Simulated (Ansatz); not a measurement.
Reaction (substitution at a C–C bond): `CC[C@@H](C)[C@H](C)CC` + `[NH]=[W](=[NH])([OH])[Cl]` → `C[O][W](=[NH])(=[NH])[Cl]` + `CCC(C)C(C)C`

Gas-phase electronic energies from Ansatz, PBE0-D4/def2-TZVP geometries. CBS: MP2 limit from def2 TZ/QZ plus the TZ coupled-cluster correction, frozen cores. DFT in def2-TZVPP. HSE06 is defined as in plane-wave codes. Elements past krypton have def2 core potentials. For W outer-core shells are correlated without core-valence functions, which leaves a few kJ/mol of doubt a bond. Each species was taken in one conformer, which may not be the lowest.

| level | ΔE (eV) |
| --- | --- |
| LDA (SPW92) | 0.48 |
| r2SCAN0-D4 | 0.46 |
| HSE06-D4 | 0.44 |
| ωB97M-V | 0.47 |
| revPBE | 0.36 |
| r2SCANh | 0.43 |
| r2SCAN0 | 0.45 |
| MP2/def2-QZVPP | 0.49 |

Question: What does CCSD(T)/CBS give? (Best estimate.)

Answer: The calculation gave: +0.48 eV. The listed levels differ from it by 0.00, -0.02, -0.04, -0.01, -0.12, -0.05, -0.03, 0.01 eV.

Largest T1 diagnostic among the species: 0.020.

The D4 term adds +0.03 eV with B3LYP and +0.02 eV with PBE0; it sums over pairs of atoms, weighted by their polarisabilities, and B3LYP, whose exchange is more repulsive, gets the larger term. In def2-TZVPP, CCSD(T) changes the Hartree–Fock value by +0.13 eV (the triples alone add −0.00 eV) and MP2 by +0.16 eV. At CCSD(T), def2-SVP lies −0.14 eV from the extrapolated value and def2-TZVPP −0.04 eV.

B3LYP here is the variant with VWN-RPA as its local correlation; programs differ in this.
